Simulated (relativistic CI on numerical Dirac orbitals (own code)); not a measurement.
# Slater and spin-orbit integrals, O3+

These numbers are calculated, not measured: Dirac-Coulomb-Breit CI, separate exchange-only KLI orbitals for each configuration, a model potential for QED, valence Slater integrals scaled by 0.85, P86 correlation energy added to each configuration (own radial code, finite nucleus).

Slater integrals F^k, G^k are unscaled and averaged over j, outside the closed core 1s2; ζ comes from projecting the Hamiltonian with its Breit term on Σ l·s of the shell.

- 2s2 2p: ζ(2p) = 261.22 cm⁻¹; <r>(2p) = 0.9185, <r^2>(2p) = 1.037 (bohr units).
- 2s 2p2: F^2(2p,2p) = 101880, G^1(2s,2p) = 126290, ζ(2p) = 252.54 cm⁻¹; <r>(2s) = 0.9783, <r^2>(2s) = 1.128, <r>(2p) = 0.9215, <r^2>(2p) = 1.042 (bohr units).
- 2p3: F^2(2p,2p) = 100600, ζ(2p) = 246.18 cm⁻¹; <r>(2p) = 0.932, <r^2>(2p) = 1.068 (bohr units).

In this model ζ of a weakly bound d, f or g electron outside closed shells comes out too small, for d by up to a factor of two or three and at times with the wrong sign; that of an outer p electron is too small as well.

For a near-neutral ion this model can misplace configurations by up to about 10,000 cm⁻¹ (more where the count of f electrons changes) and terms by 10 to 25 % of their spread. Rates follow the energies as ν³ (E1, M1) or ν⁵ (E2), so they and the lifetimes can be off by large factors. The fine structure of a lone outer electron comes out too small, for d and f at times inverted, and misplaced configurations move strength between like terms. 42 of the 55 excited levels that our extract of the measured tables holds in this range could be paired (the sources list more); they are missed by 2624 cm⁻¹ on average and 15634 at most, and levels without a partner can miss by more.

Averages of the first 10 configurations, taken without configuration mixing, which lowers the lowest level and can move excited configurations by several eV; other configurations of the list can lie among them:

```tsv
Configuration	Parity	States	Average energy above the lowest level (eV)
2s2 2p	odd	6	1.3
2s 2p2	even	30	14.9
2p3	odd	20	33.0
2s2 3s	even	2	46.3
2s2 3p	odd	6	50.5
2s2 3d	even	10	53.8
2p2 3s	even	30	73.3
2p2 3p	odd	90	76.9
2s 2p 3s	odd	24	57.4
2p2 3d	even	150	80.1
```
